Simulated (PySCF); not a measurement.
PySCF input for H3O, SMILES [OH3+], charge +1, TDA-PBE/def2-TZVPD. Coordinates come from a B3LYP-D3(BJ)/def2-TZVPD optimisation.

```python
import numpy as np
from pyscf import gto, scf, dft, tdscf

mol = gto.M(
    atom='''
    O    -0.00000000   -0.00000000    0.07415163
    H     0.81731612    0.47187768   -0.19773769
    H     0.00000000   -0.94375535   -0.19773769
    H    -0.81731612    0.47187768   -0.19773769
    ''',
    basis='def2-TZVPD',
    charge=1,
    spin=0,
    symmetry=True,
    max_memory=1600,
    verbose=4,
)
mf = dft.RKS(mol, xc='pbe').density_fit(auxbasis='def2-universal-jkfit')
mf.grids.level = 3
mf.conv_tol = 1e-9
mf.max_cycle = 100
mf.kernel()
mf.grids = dft.Grids(mol).set(level=1).build(with_non0tab=True)  # coarser grid for the response kernel
td = tdscf.TDA(mf)
td.singlet = True
td.nstates = 10
td.conv_tol = 1e-4
td.positive_eig_threshold = 1e-6
td.kernel(x0=td.get_init_guess(mf, 15))
td.analyze()
tt = tdscf.TDA(mf)
tt.singlet = False
tt.nstates = 4
tt.conv_tol = 1e-4
tt.positive_eig_threshold = 1e-6
tt.kernel(x0=tt.get_init_guess(mf, 9))
tt.analyze(verbose=3)
```

Program output:

```
PySCF version 2.14.0

[INPUT] verbose = 4
[INPUT] num. atoms = 4
[INPUT] num. electrons = 10
[INPUT] charge = 1
[INPUT] spin (= nelec alpha-beta = 2S) = 0
[INPUT] symmetry True subgroup None
[INPUT] Mole.unit = angstrom
[INPUT] Symbol           X                Y                Z      unit          X                Y                Z       unit  Magmom
[INPUT]  1 O      0.000000000000   0.000000000000   0.074151630000 AA    0.000000000000   0.000000000000   0.140126272390 Bohr   0.0
[INPUT]  2 H      0.817316120000   0.471877680000  -0.197737690000 AA    1.544503623992   0.891719579495  -0.373670078604 Bohr   0.0
[INPUT]  3 H      0.000000000000  -0.943755350000  -0.197737690000 AA    0.000000000000  -1.783439140093  -0.373670078604 Bohr   0.0
[INPUT]  4 H     -0.817316120000   0.471877680000  -0.197737690000 AA   -1.544503623992   0.891719579495  -0.373670078604 Bohr   0.0

nuclear repulsion = 13.9023968914839
point group symmetry = C3v, use subgroup Cs
symmetry origin: [ 0.00000000e+00  1.71793285e-09 -5.15379852e-09]
symmetry axis x: [ 2.26772599e-09  1.00000000e+00 -1.68327091e-09]
symmetry axis y: [0.00000000e+00 1.68327091e-09 1.00000000e+00]
symmetry axis z: [ 1.00000000e+00 -2.26772599e-09  3.81719720e-18]
num. orbitals of irrep A' = 43
num. orbitals of irrep A" = 24
number of shells = 29
number of NR pGTOs = 88
number of NR cGTOs = 67
basis = def2-TZVPD
ecp = {}


[settings echo left out]
init E= -77.0042551845215
HOMO (A') = -0.448892971702392  LUMO (A') = -0.0607794565367499  gap/eV = 10.56111
cycle= 1 E= -76.6205371077476  delta_E= 0.384  |g|= 0.454  |ddm|= 1.03
HOMO (A') = -0.58927298480171  LUMO (A') = -0.286487383827108  gap/eV = 8.23922
cycle= 2 E= -76.5700874335054  delta_E= 0.0504  |g|= 0.707  |ddm|= 0.416
HOMO (A') = -0.697151695632982  LUMO (A') = -0.308289257906743  gap/eV = 10.58149
cycle= 3 E= -76.6517162453586  delta_E= -0.0816  |g|= 0.0537  |ddm|= 0.279
HOMO (A') = -0.686387532064842  LUMO (A') = -0.301585959144916  gap/eV = 10.47098
cycle= 4 E= -76.6522107111836  delta_E= -0.000494  |g|= 0.00736  |ddm|= 0.023
HOMO (A') = -0.685142038012174  LUMO (A') = -0.301433765371364  gap/eV = 10.44123
cycle= 5 E= -76.6522198127617  delta_E= -9.1e-06  |g|= 0.000454  |ddm|= 0.00345
HOMO (A') = -0.685219380081833  LUMO (A') = -0.301480738518805  gap/eV = 10.44206
cycle= 6 E= -76.6522198448994  delta_E= -3.21e-08  |g|= 4.81e-05  |ddm|= 0.000216
HOMO (A') = -0.685229215671377  LUMO (A') = -0.30148271123511  gap/eV = 10.44227
cycle= 7 E= -76.652219845309  delta_E= -4.1e-10  |g|= 5.27e-06  |ddm|= 2.68e-05
HOMO (A') = -0.68522664540675  LUMO (A') = -0.301482079359438  gap/eV = 10.44222
Extra cycle  E= -76.6522198453  delta_E= 8.97e-12  |g|= 9.32e-06  |ddm|= 5.78e-06
converged SCF energy = -76.6522198453
tot grids = 12600
Overwritten attributes  positive_eig_threshold  of <class 'pyscf.tdscf.rks.TDA'>


******** <class 'pyscf.tdscf.rks.TDA'> for <class 'pyscf.df.df_jk.DFSymAdaptedRKS'> ********
nstates = 10 singlet
deg_eia_thresh = 1.000e-03
wfnsym = None
conv_tol = 0.0001
eigh lindep = 1e-12
eigh level_shift = 0
eigh max_cycle = 100


Excitation energies (eV)
[10.84590847 13.20594573 13.2059628  15.40981118 15.52498934 15.52503993
 16.32967672 16.32968095 17.019202   17.44791543]

** Singlet excitation energies and oscillator strengths **
Excited State   1:   A'     10.84591 eV    114.31 nm  f=0.0411
       5 -> 6         0.70467
Excited State   2:   A"     13.20595 eV     93.89 nm  f=0.0145
       5 -> 7        -0.70481
Excited State   3:   A'     13.20596 eV     93.89 nm  f=0.0145
       5 -> 8         0.70481
Excited State   4:   A'     15.40981 eV     80.46 nm  f=0.0006
       5 -> 9         0.68958
Excited State   5:   A'     15.52499 eV     79.86 nm  f=0.0006
       5 -> 11       -0.70496
Excited State   6:   A"     15.52504 eV     79.86 nm  f=0.0006
       5 -> 10        0.70496
Excited State   7:   A"     16.32968 eV     75.93 nm  f=0.1562
       3 -> 6        -0.69741
Excited State   8:   A'     16.32968 eV     75.93 nm  f=0.1562
       4 -> 6        -0.69741
Excited State   9:   A'     17.01920 eV     72.85 nm  f=0.1266
       5 -> 12       -0.70279
Excited State  10:   A"     17.44792 eV     71.06 nm  f=0.0603
       5 -> 13       -0.69460

** Transition electric dipole moments (AU) **
state          X           Y           Z        Dip. S.      Osc.
  1        -0.0000     -0.0000      0.3931      0.1545      0.0411
  2         0.2117      0.0000     -0.0000      0.0448      0.0145
  3         0.0000      0.2117     -0.0000      0.0448      0.0145
  4         0.0000      0.0001     -0.0410      0.0017      0.0006
  5        -0.0000     -0.0407     -0.0000      0.0017      0.0006
  6         0.0407      0.0000      0.0000      0.0017      0.0006
  7        -0.6249      0.0000      0.0000      0.3905      0.1562
  8        -0.0000     -0.6249      0.0000      0.3905      0.1562
  9         0.0000      0.0002     -0.5511      0.3037      0.1266
 10        -0.3755      0.0000      0.0000      0.1410      0.0603

** Transition velocity dipole moments (imaginary part, AU) **
state          X           Y           Z        Dip. S.      Osc.
  1        -0.0000     -0.0000      0.1852      0.0343      0.0574
  2         0.0520      0.0000     -0.0000      0.0027      0.0037
  3         0.0000      0.0519     -0.0000      0.0027      0.0037
  4        -0.0000      0.0001      0.0148      0.0002      0.0003
  5        -0.0000     -0.0018     -0.0000      0.0000      0.0000
  6         0.0018      0.0000      0.0000      0.0000      0.0000
  7        -0.3381      0.0000      0.0000      0.1143      0.1270
  8        -0.0000     -0.3381      0.0000      0.1143      0.1270
  9         0.0000      0.0001     -0.2696      0.0727      0.0775
 10        -0.2065      0.0000      0.0000      0.0427      0.0444

** Transition magnetic dipole moments (imaginary part, AU) **
state          X           Y           Z
  1        -0.0000     -0.0000      0.0000
  2        -0.0000     -0.2070     -0.0000
  3         0.2070      0.0000      0.0000
  4        -0.0001      0.0000     -0.0000
  5        -0.1828     -0.0000     -0.0000
  6        -0.0000     -0.1828      0.0000
  7         0.0000     -0.0648     -0.0000
  8         0.0648     -0.0000      0.0000
  9         0.0001      0.0000      0.0000
 10         0.0000      0.0974     -0.0000


******** <class 'pyscf.tdscf.rks.TDA'> for <class 'pyscf.df.df_jk.DFSymAdaptedRKS'> ********
nstates = 4 triplet
deg_eia_thresh = 1.000e-03
wfnsym = None
conv_tol = 0.0001
eigh lindep = 1e-12
eigh level_shift = 0
eigh max_cycle = 100


Excitation energies (eV)
[10.0487539  12.55185648 12.55189108 14.69768764]

** Triplet excitation energies and oscillator strengths **
Excited State   1:   A'     10.04875 eV    123.38 nm  f=0.0000
Excited State   2:   A"     12.55186 eV     98.78 nm  f=0.0000
Excited State   3:   A'     12.55189 eV     98.78 nm  f=0.0000
Excited State   4:   A'     14.69769 eV     84.36 nm  f=0.0000
```

The calculation finished and met its thresholds.
